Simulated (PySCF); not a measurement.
# Mayer bond orders and bond lengths

C₄H₉PSi₂.
Atom-mapped SMILES: `[CH2:1]=[CH:2][Si@H:3]([PH2:4])[C:5]#[C:6][SiH3:7]` (hydrogens: H8, H9 on C1; H10 on C2; H11 on Si3; H12, H13 on P4; H14, H15, H16 on Si7)

Geometry (GFN2-xTB, Å), atoms numbered from 1 in this order:
```
atom  x, y, z in Å
C1    -1.2643   -2.7041   -0.1216
C2    -1.5825   -1.5230   -0.6243
Si3   -1.3141    0.1168    0.2749
P4    -2.0323    1.7308   -1.1278
C5     0.4894    0.4228    0.5757
C6     1.6637    0.6644    0.7502
Si7    3.4540    1.0505    1.0184
H8    -1.4247   -3.6270   -0.6587
H9    -0.8219   -2.8005    0.8568
H10   -2.0204   -1.4790   -1.6157
H11   -1.9847    0.1256    1.5889
H12   -1.5508    2.7695   -0.3530
H13   -3.2948    1.8230   -0.5679
H14    3.5484    1.9720    2.1540
H15    4.1531   -0.2040    1.3078
H16    3.9743    1.6713   -0.2017
```

Bond orders from the PBE0/pcSseg-1 density (PySCF). The structure is a single GFN2-xTB conformer in the gas phase; no vibrational or solvent corrections. GFN2-xTB frequencies show an imaginary mode (22i cm⁻¹), so this geometry is no minimum at that level.

(1) Where do the orders between heavy atoms depart from those drawn in the SMILES?

(2) Give the Mayer order of every bond, beside its length.

Answers

(1) The largest departure is 0.492, at C5–C6 (drawn triple, 2.508). Drawn single, order below 0.88: C2–Si3 (0.877). Drawn double or triple, more than 0.30 short of the drawn order: C5–C6 (2.508).

(2) 
| bond | drawn as | length (Å) | Mayer order |
| --- | --- | --- | --- |
| C1–C2 | double | 1.322 | 2.002 |
| C2–Si3 | single | 1.889 | 0.877 |
| Si3–P4 | single | 2.256 | 0.993 |
| Si3–C5 | single | 1.854 | 0.923 |
| C5–C6 | triple | 1.212 | 2.508 |
| C6–Si7 | single | 1.851 | 0.964 |
| C1–H8 | single | 1.080 | 0.952 |
| C1–H9 | single | 1.078 | 0.953 |
| C2–H10 | single | 1.085 | 0.937 |
| Si3–H11 | single | 1.475 | 0.917 |
| P4–H12 | single | 1.382 | 0.935 |
| P4–H13 | single | 1.384 | 0.927 |
| Si7–H14 | single | 1.465 | 0.935 |
| Si7–H15 | single | 1.465 | 0.934 |
| Si7–H16 | single | 1.464 | 0.936 |

Bonds between the same two heavy elements. C–C: lowest C1–C2 (2.002, 1.322 Å), highest C5–C6 (2.508, 1.212 Å). C–Si: lowest C2–Si3 (0.877, 1.889 Å), highest C6–Si7 (0.964, 1.851 Å).

Sum the orders of all bonds at each heavy atom with more than one neighbour and set the sums beside the valence in the SMILES.

C1 3.907 (drawn 4), C2 3.816 (drawn 4), Si3 3.710 (drawn 4), P4 2.855 (drawn 3), C5 3.431 (drawn 4), C6 3.472 (drawn 4), Si7 3.769 (drawn 4). Orders between atoms that aren't bonded are not in these sums.

The Mayer order sums products of elements of PS (density times overlap matrix) between the two atoms' basis functions, so it depends on the basis set.

The run behind these numbers computed NMR shieldings as well. On one thread, Arm Neoverse V2 (aarch64), shared host with 96 logical CPUs at a one-minute load of 24, this took 25 s wall and 0.83 GiB of memory at its peak.
